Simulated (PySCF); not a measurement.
## Computed vibrations of [Ce(H2O)7]3+

[Ce(H2O)7]3+ (singlet in the valence; each metal's 4f electrons, 1 of them, lie in its core potential, out of spins and levels). PySCF 2.14.0, RKS BP86, Ce lcecp-1-SVP with ECP47, O def2-SVP, H def2-SVP; non-relativistic Hamiltonian with scalar-relativistic core potentials where named; density fitting; no spin-orbit coupling. Central differences of gradients.

```xyz
22

Ce    0.0002    0.0000    0.0000
O    -0.0012    0.0000    2.5224
H     0.7697    0.0000    3.1389
H    -0.7729    0.0000    3.1379
O    -0.0012    0.0000   -2.5224
H     0.7697    0.0000   -3.1389
H    -0.7729    0.0000   -3.1379
O     2.5682    0.0000    0.0000
H     3.1826    0.0000    0.7691
H     3.1826    0.0000   -0.7691
O     0.7858    2.4299    0.0000
H     0.9569    3.0146    0.7730
H     0.9569    3.0146   -0.7730
O    -2.0698    1.5107    0.0000
H    -2.5453    1.8964    0.7707
H    -2.5453    1.8964   -0.7707
O    -2.0698   -1.5107    0.0000
H    -2.5453   -1.8964    0.7707
H    -2.5453   -1.8964   -0.7707
O     0.7858   -2.4299    0.0000
H     0.9569   -3.0146    0.7730
H     0.9569   -3.0146   -0.7730
```

Run from Python with OMP_NUM_THREADS=4. Where DIIS fails, smearing, a level shift and second-order steps follow.
It took 15 min on 4 threads of Intel(R) Xeon(R) Platinum 8259CL CPU @ 2.50GHz (Skylake/Cascade Lake), with other jobs on the host.

What are the harmonic wavenumbers and infrared intensities?

Modes are labelled in C2v; negative numbers are unstable modes, those under 60 cm⁻¹ near the noise; a finer grid moves soft modes by up to 10 cm⁻¹.
| cm⁻¹ | km/mol | symmetry |
| --- | --- | --- |
| -356 | – | a2 |
| -324 | – | a2 |
| -283 | – | b1 |
| -206 | – | a2 |
| -165 | – | b1 |
| -61 | – | a2 |
| -59 | – | b1 |
| -13 | – | b2 |
| 56 | 0.9 | a1 |
| 61 | 1.6 | b2 |
| 79 | 0.0 | a2 |
| 87 | 2.9 | b1 |
| 91 | 1.2 | b1 |
| 107 | 0.0 | a2 |
| 128 | 0.9 | b2 |
| 129 | 0.5 | a1 |
| 179 | 0.1 | a1 |
| 180 | 0.0 | b2 |
| 243 | 0.1 | a1 |
| 245 | 0.0 | b2 |
| 275 | 0.1 | a1 |
| 281 | 0.0 | a1 |
| 282 | 0.1 | b2 |
| 294 | 7.2 | b1 |
| 310 | 0.0 | a1 |
| 332 | 0.0 | b2 |
| 418 | 527.0 | a1 |
| 423 | 408.7 | b2 |
| 450 | 0.0 | b1 |
| 466 | 0.4 | b1 |
| 470 | 0.0 | a2 |
| 478 | 0.0 | a2 |
| 499 | 0.1 | a1 |
| 502 | 1.5 | b2 |
| 515 | 446.9 | a1 |
| 539 | 366.8 | b1 |
| 548 | 0.1 | b1 |
| 556 | 923.8 | b2 |
| 567 | 0.0 | a2 |
| 1621 | 10.2 | a1 |
| 1622 | 80.6 | b2 |
| 1625 | 4.0 | a1 |
| 1629 | 145.9 | b2 |
| 1630 | 214.2 | b1 |
| 1634 | 194.8 | a1 |
| 1647 | 2.4 | a1 |
| 3580 | 505.8 | b1 |
| 3582 | 0.0 | a1 |
| 3608 | 7.0 | b2 |
| 3608 | 7.8 | a1 |
| 3611 | 563.6 | b2 |
| 3611 | 402.6 | a1 |
| 3621 | 0.0 | a1 |
| 3630 | 0.0 | b1 |
| 3631 | 574.4 | a1 |
| 3665 | 78.0 | b1 |
| 3666 | 0.0 | a2 |
| 3668 | 59.9 | b1 |
| 3669 | 0.0 | a2 |
| 3671 | 935.7 | b1 |

Is this a minimum?

No: 7 unstable (and 1 more above −25 cm⁻¹, within the noise); the lowest moves the atoms so:
```
Ce   0.00  0.00  0.00
O    0.00  0.00  0.00
H    0.00  0.04  0.00
H    0.00 -0.03  0.00
O    0.00  0.00  0.00
H    0.00 -0.04  0.00
H    0.00  0.03  0.00
O    0.00  0.00  0.00
H    0.00 -0.46  0.00
H    0.00  0.46  0.00
O    0.00  0.00  0.00
H    0.23 -0.07  0.00
H   -0.23  0.07  0.00
O    0.00  0.00  0.00
H    0.18  0.23  0.00
H   -0.18 -0.23  0.00
O    0.00  0.00  0.00
H   -0.18  0.23  0.00
H    0.18 -0.23  0.00
O    0.00  0.00  0.00
H   -0.23 -0.07  0.00
H    0.23  0.07  0.00
```

An lcecp potential fixes the number of 4f electrons, so in runs with it no electron can move into or out of that shell.
